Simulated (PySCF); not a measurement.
Structure with atom numbers: `[CH2:1]=[CH:2][SiH:3]1[CH2:4][SiH2:5][CH2:6][SiH2:7][CH2:8]1`. Each H is labelled by its parent atom. Ha(C4), Ha(Si5), Ha(C6), Ha(Si7), Ha(C8) are cis to C2 on the ring; Ha(C1) is cis to Si3; Hb(C4), Hb(Si5), Hb(C6), Hb(Si7), Hb(C8) are trans to C2 on the ring; Hb(C1) is trans to Si3.

[PySCF 2.14: σ from GIAO-B3LYP/pcSseg-1; structure optimised with PBE0-D3(BJ)/def2-SVP; isolated molecule; non-relativistic; fast rotation and ring inversion assumed for equivalent nuclei; single conformer]

References, each an isolated molecule treated in the same way: TMS for $^{13}$C (σ = 179.24 ppm) and $^{1}$H (σ = 31.38 ppm) and $^{29}$Si (σ = 337.86 ppm).

| atoms | nucleus | count | δ (ppm) |
| --- | --- | --- | --- |
| C4/C8 | $^{13}$C | 2 | ? |
| C2 | $^{13}$C | 1 | ? |
| H(C2) | $^{1}$H | 1 | 6.36 |
| Ha(C1) | $^{1}$H | 1 | 5.90 |
| C6 | $^{13}$C | 1 | ? |
| Si3 | $^{29}$Si | 1 | -22.8 |
| Ha(Si5)/Ha(Si7) | $^{1}$H | 2 | 4.54 |
| Si5/Si7 | $^{29}$Si | 2 | -38.3 |
| Hb(C4)/Hb(C8) | $^{1}$H | 2 | -0.10 |
| C1 | $^{13}$C | 1 | 140.5 |
| H(Si3) | $^{1}$H | 1 | 4.43 |
| Hb(C1) | $^{1}$H | 1 | ? |
| Ha(C4)/Ha(C8) | $^{1}$H | 2 | ? |
| Ha(C6) | $^{1}$H | 1 | -0.25 |
| Hb(Si5)/Hb(Si7) | $^{1}$H | 2 | 4.24 |
| Hb(C6) | $^{1}$H | 1 | -0.21 |

Estimate the values marked ?.

Results:


- C2: 148.1 ppm, alkene CH; an sp2 carbon of a C=C bond
- C4/C8: -6.4 ppm, sp3 CH2 bonded to 2 Si; an electropositive neighbour leaves it electron-rich and shielded
- C6: -7.9 ppm, sp3 CH2 bonded to 2 Si; an electropositive neighbour leaves it electron-rich and shielded
- Hb(C1): 6.14 ppm, hydrogen on a terminal =CH2 carbon; a vinylic proton, deshielded by the sp2 carbon and the C=C anisotropy
- Ha(C4)/Ha(C8): -0.33 ppm, hydrogen on an sp3 CH2 bonded to 2 Si; an electropositive neighbour shields it, as in TMS itself

Shifts are as computed. Against solution values, carbons near 30 ppm lie about +2 ppm off and those near 130 ppm about +6 ppm. Of 1211 compounds with measured shifts, 218 miss one by over three times the rms of a fit or turn the order of signals round; such compounds aren't used in these exercises.
